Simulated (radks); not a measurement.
Results of a calculation; reference values are marked as such.
Task: The titanium ion Ti6+ is in [Ne] 3s2 3p4. Code: a radial shooting solver on a logarithmic mesh with Libxc functionals. Model: scalar-relativistic Kohn-Sham, PBEsol, spin-polarised, spherical densities, finite nucleus; Fermi nuclear charge, rms radius of each element as measured or else 0.836 A^(1/3) + 0.57 fm. Open shells are filled with parallel spins first. One electron is removed from 3s, 2p, 2s, 3p in turn, with full relaxation. Which removal costs least, and what does each cost?

Result: 3p 140.30 eV; 3s 165.62 eV; 2p 583.95 eV; 2s 672.42 eV. The 3p electron leaves first.
